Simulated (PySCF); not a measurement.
C₃H₉MgN, SMILES C[CH](C)[Mg][NH2].

Geometry: B3LYP-D3(BJ)/def2-SVP. The structure was generated by enumeration; whether it is a known compound was not checked. Other conformers were not sampled.

Vertical ionisation energy (IE) and electron affinity (EA) in eV. Rows of orbital energies are one-electron estimates. Where ΔSCF, EOM or ADC give a negative EA the extra electron is unbound and the value depends on the basis.

| level | IE | EA |
|---|---|---|
| −ε(HOMO), −ε(LUMO), HF/def2-TZVP (PySCF) | (withheld) | (withheld) |
| −ε(HOMO), −ε(LUMO), PBE/def2-TZVP (PySCF) | 4.77 | 1.38 |

Q: Complete the blanks. (Estimate from the structure and the level; the computed values follow.)

A: 
- −ε(HOMO), −ε(LUMO), HF/def2-TZVP (PySCF), IE: 8.81
- −ε(HOMO), −ε(LUMO), HF/def2-TZVP (PySCF), EA: -1.30
